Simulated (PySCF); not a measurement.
Molfile (atoms numbered from 1):
```
C6H7BN2
     RDKit          3D

 16 15  0  0  0  0  0  0  0  0999 V2000
   -3.2571   -0.7701   -0.3800 C   0  0  0  0  0  0  0  0  0  0  0  0
   -2.0841   -1.0156   -0.1624 C   0  0  0  0  0  0  0  0  0  0  0  0
   -0.5672   -1.3398    0.0969 B   0  0  1  0  0  0  0  0  0  0  0  0
    0.2938   -1.7575   -1.2060 C   0  0  0  0  0  0  0  0  0  0  0  0
    0.0442    0.0010    0.6537 N   0  0  0  0  0  0  0  0  0  0  0  0
    0.4881    0.9836    1.0469 C   0  0  0  0  0  0  0  0  0  0  0  0
    1.0070    2.2480    1.5530 C   0  0  0  0  0  0  0  0  0  0  0  0
    2.4506    2.2211    1.7760 C   0  0  0  0  0  0  0  0  0  0  0  0
    3.5914    2.2200    1.9554 N   0  0  0  0  0  0  0  0  0  0  0  0
   -4.2953   -0.5729   -0.5735 H   0  0  0  0  0  0  0  0  0  0  0  0
   -0.4143   -2.1072    1.0437 H   0  0  0  0  0  0  0  0  0  0  0  0
    1.3612   -1.9074   -0.9757 H   0  0  0  0  0  0  0  0  0  0  0  0
    0.2118   -1.0262   -2.0262 H   0  0  0  0  0  0  0  0  0  0  0  0
   -0.0976   -2.7152   -1.5829 H   0  0  0  0  0  0  0  0  0  0  0  0
    0.4892    2.4896    2.4973 H   0  0  0  0  0  0  0  0  0  0  0  0
    0.7584    3.0461    0.8324 H   0  0  0  0  0  0  0  0  0  0  0  0
  1  2  3  0
  2  3  1  0
  3  4  1  0
  3  5  1  0
  5  6  3  0
  6  7  1  0
  7  8  1  0
  8  9  3  0
  1 10  1  0
  3 11  1  1
  4 12  1  0
  4 13  1  0
  4 14  1  0
  7 15  1  0
  7 16  1  0
M  CHG  2   3  -1   5   1
M  END
```

Geometry: PBE0-D3(BJ)/def2-SVP; GIAO shifts from PySCF, gas phase, non-relativistic, averaged over equivalent atoms.

At B97-2/pcSseg-1 (188 basis functions, 20 s wall time on 1 thread of an Arm Neoverse V2, shared host):
```csv
atoms,δ (ppm)
C8,108.1
C6,107.2
C2,95.2
C1,87.3
C7,8.8
C4,6.7
B3,-24.0
N9,313.1
N5,243.8
H16,3.50
H15,3.48
H11,2.98
H10,1.92
H12/H13/H14,0.19
```

Shifts are taken against calculated references (same method and geometry level): TMS for 13C (183.69 ppm) and 1H (31.38 ppm); 11B (101.82 ppm) against BF3·OEt2; 15N (262.91 ppm) against NH3.

Problem. Estimate the result of repeating the calculation with PBE0/pcSseg-1.

Solution. 
```json
{"atoms": "C8", "δ at PBE0/pcSseg-1": "110.9", "change": "+2.8"}
{"atoms": "C6", "δ at PBE0/pcSseg-1": "109.6", "change": "+2.4"}
{"atoms": "C2", "δ at PBE0/pcSseg-1": "98.6", "change": "+3.4"}
{"atoms": "C1", "δ at PBE0/pcSseg-1": "90.9", "change": "+3.6"}
{"atoms": "C7", "δ at PBE0/pcSseg-1": "8.3", "change": "-0.5"}
{"atoms": "C4", "δ at PBE0/pcSseg-1": "6.1", "change": "-0.6"}
{"atoms": "B3", "δ at PBE0/pcSseg-1": "-25.1", "change": "-1.1"}
{"atoms": "N9", "δ at PBE0/pcSseg-1": "323.0", "change": "+9.9"}
{"atoms": "N5", "δ at PBE0/pcSseg-1": "250.9", "change": "+7.1"}
{"atoms": "H16", "δ at PBE0/pcSseg-1": "3.49", "change": "-0.01"}
{"atoms": "H15", "δ at PBE0/pcSseg-1": "3.47", "change": "-0.01"}
{"atoms": "H11", "δ at PBE0/pcSseg-1": "3.03", "change": "+0.05"}
{"atoms": "H10", "δ at PBE0/pcSseg-1": "1.94", "change": "+0.02"}
{"atoms": "H12/H13/H14", "δ at PBE0/pcSseg-1": "0.18", "change": "-0.01"}
```

Shifts are taken against calculated references (same method and geometry level): TMS for 13C (σ = 184.41 ppm) and 1H (σ = 31.27 ppm); 11B (σ = 100.73 ppm) against BF3·OEt2; 15N (σ = 265.67 ppm) vs NH3.

The largest change is at N9 (nitrile nitrogen). Cost: 188 basis functions, 22 s wall time on 1 thread of an Arm Neoverse V2, shared host. The order of the carbon signals is the same at both levels.

A carbon bonded to boron is broadened by the quadrupolar boron nucleus and is often missing from a measured spectrum. Experimental scales use liquid or dissolved standards, which lie at an offset from isolated NH3 (liquid NH3: subtract about 20 ppm). Unscaled 15N shifts of sp2 nitrogen come out 20 to 40 ppm too high even then.
